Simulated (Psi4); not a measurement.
H$_{4}$NSi (SMILES [NH][SiH3]), doublet, at a GFN2-xTB geometry. Base run: MP2/cc-pVTZ in Psi4 1.11.

The Psi4 input:
```
memory 2 GB

molecule mol {
0 2
  N     1.072844   -0.472334   -0.037573
  Si   -0.466234    0.176594    0.025059
  H     1.908143    0.009852   -0.325644
  H    -0.919697   -0.037797    1.412548
  H    -1.295333   -0.714284   -0.808995
  H    -0.675749    1.576251   -0.365727
}

set basis cc-pvtz
set reference uhf

energy('mp2')
print_variables()
```

The base run was repeated with changes; each row names its change, and settings that it needs were set with it.

```
change                          ΔE vs base (mEh)  MP2 correlation (Eh)  basis functions  core-seconds (rough)                outcome
------------------------------  ----------------  --------------------  ---------------  --------------------  ---------------------
base                                       0.000              -0.37486              120                     5              converged
method = mp2.5                           -15.869              -0.37486              120                    30              converged
method = cisd                                  -                     -                -                     -          input refused
method = scs-mp2                          -7.914              -0.37495              120                    30              converged
method = ccsd(t)                               -                     -              120                     -  cut at the time limit
cc_type = df                               0.000              -0.37486              120                     6              converged
scf_type = pk; mp2_type = conv            -0.146              -0.37495              120                    30              converged
puream = on                                0.000              -0.37486              120                     6              converged
method = mp3                             -31.738              -0.37486              120                    20              converged
freeze_core = on                          73.230              -0.30163              120                     6              converged
```

Open shells are given as the SCF converged; they aren't shown to be the lowest states, and a large step between rows can be another state.

- method = cisd: ended with `psi4.driver.p4util.exceptions.MissingMethodError: Method=cisd is not available for any derivative level under conditions CI_TYPE=CONV, REFERENCE=UHF, FREEZE_CORE=FALSE, QC_MODULE=(auto). See https://psicode.org/psi4manual/master/introduction.html#ss-cisd. Or d`
